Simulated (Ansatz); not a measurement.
Compare A (`[NH2][GeH]([OH])[CH2]F`) with its isomer B (`N[CH](O)[GeH2][F]`).

Isolated molecules relaxed with PBE0-D4/def2-TZVP in Ansatz; ΔE leaves out vibrations. CCSD(T)/CBS adds triple-zeta CCSD(T) − MP2 to the extrapolated MP2 energy (def2 sets, frozen cores). Functionals use def2-TZVPP. B3LYP here is the variant with VWN-RPA as its local correlation; programs differ in this. For Ge outer-core shells are correlated without core-valence functions, which leaves a few kJ/mol of doubt a bond. Scalar relativity is left out up to krypton. Each species was taken in one conformer, which may not be the lowest.

**Question.** Which is lower in electronic energy at CCSD(T)/CBS, and by how much? (Best estimate.)

**Answer.** Ansatz gave: A, by 7.2 kcal/mol.

**Question.** Give E(B) − E(A) in kcal/mol with CCSD(T)/def2-TZVPP, PBE0-D4, MP2/def2-TZVPP, CCSD/def2-TZVPP, B2PLYP, B3LYP, r2SCAN-D4. (Best estimate.)

**Answer.** The calculation gave: CCSD(T)/def2-TZVPP 7.4, PBE0-D4 5.1, MP2/def2-TZVPP 7.9, CCSD/def2-TZVPP 7.5, B2PLYP 6.9, B3LYP 5.8, r2SCAN-D4 5.8. None reverses the order clearly.

Largest T1 diagnostic: 0.012.

From PBE to PBE0 (25 % exact exchange), in def2-TZVPP and without D4, E(B) − E(A) moves by +0.8 kcal/mol.
